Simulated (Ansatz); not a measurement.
Total energies of `O[Si]1([SeH])CO1`.

Cartesian coordinates in Å:
```
O -0.217 -1.200 1.629
Si -0.308 -0.247 0.314
Se -2.407 0.536 0.372
C 1.081 0.489 -0.555
O 0.378 -0.735 -1.092
H 0.553 -1.767 1.712
H -2.175 1.298 -0.862
H 2.118 0.282 -0.298
H 0.978 1.344 -1.220
```

Charge 0, multiplicity 1. Correlated methods include outer-core shells of Se, which these sets cover unevenly. Scalar relativity is left out up to krypton. All single points use the PBE0-D4/def2-TZVP geometry. It is one conformer, not always the lowest. Basis def2-TZVPP, Ansatz 0.2.0.

RPA on PBE orbitals: Hartree–Fock energy of these orbitals -2878.79133 Eh, correlation -1.59436 Eh (frozen core).

```csv
functional,energy without D4 (Eh),D4 term (kJ/mol)
LDA (SPW92),-2876.15807,–
PBE,-2881.45242,-22.4
revPBE,-2881.84808,-63.1
BLYP,-2882.16124,-48.7
r2SCAN,-2882.04122,-5.2
B97M-V,-2881.61562,–
PBE0,-2881.55813,-19.0
r2SCANh,-2882.02429,-5.7
r2SCAN0,-2882.00039,-6.3
HSE06 (plane-wave form),-2881.54600,-17.8
CAM-B3LYP,-2882.23109,-19.5
LC-ωPBE,-2881.63564,–
ωB97M-V,-2881.95849,–
PBE-QIDH,-2881.13153,–
```

**Question.** Give the same for B3LYP, BHLYP, ωB97X-V, B2PLYP. (Estimate.)

**Answer.** Computed: 
| functional | energy without D4 (Eh) | D4 term (kJ/mol) |
| --- | --- | --- |
| B3LYP | -2882.22487 | -36.4 |
| BHLYP | -2882.05636 | -29.7 |
| ωB97X-V | -2881.84105 | – |
| B2PLYP | -2881.54239 | – |

B3LYP takes the VWN-RPA correlation (the form of Gaussian; ORCA's B3LYP/G). HSE06 is the plane-wave form, built on full-range PBE exchange. The double hybrids freeze the cores in their second-order part.

LC-ωPBE has ω = 0.4 bohr⁻¹.
